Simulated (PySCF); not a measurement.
Working out the electron affinity of Pd

Pd⁻ [Kr] 4d10 5s1 (2S) → Pd [Kr] 4d10 (1S). Computed with PySCF 2.14 in aug-cc-pVTZ-PP with ECP28MDF, with a scalar-relativistic core potential. Frozen: 4s2 4p6. Energies in hartree (1 hartree = 27.21139 eV):

```
            part  Pd⁻ (lower)   Pd (upper)
             UHF  -126.600206  -126.609017
CCSD correlation    -0.368485    -0.347521
             (T)    -0.023168    -0.018939
```

Problem. What does Hartree-Fock give?

Solution. (-126.609017) − (-126.600206) = -0.008811 hartree = -0.240 eV.

Problem. What do CCSD and CCSD(T) give?

Solution. The CCSD correlation energies differ by 0.020964 hartree = 0.570 eV and the triples by 0.004229 hartree = 0.115 eV, so CCSD gives 0.330 eV and CCSD(T) 0.445 eV.

Reference: 0.562 eV (measured; photodetachment measurements, as compiled on the Wikipedia data page of electron affinities).

The coupled-cluster amplitudes are large, so a single reference is strained.

What remains against the reference includes basis incompleteness, the frozen core and higher excitations.
